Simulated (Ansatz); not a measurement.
H2Zn (SMILES [ZnH2]) moved off its minimum; all values from Ansatz (an electronic-structure program), cores frozen in correlated methods.
(charge 0, multiplicity 1)
```xyz
3

Zn    -0.00672    -0.00600     0.14671
H     -0.01568    -0.03446     1.45664
H     -0.03692     0.05415    -1.56043
```

**Question.** Give the forces (eV/Å), the total energy and the dipole at CCSD(T)/def2-TZVPPD.

**Answer.** 
```
atom      Fx      Fy      Fz
----  ------  ------  ------
Zn1   -0.052   0.195  -6.540
H2    -0.001  -0.126   4.960
H3     0.053  -0.069   1.580
```
Energy -1779.4140 hartree, dipole 0.73 D.
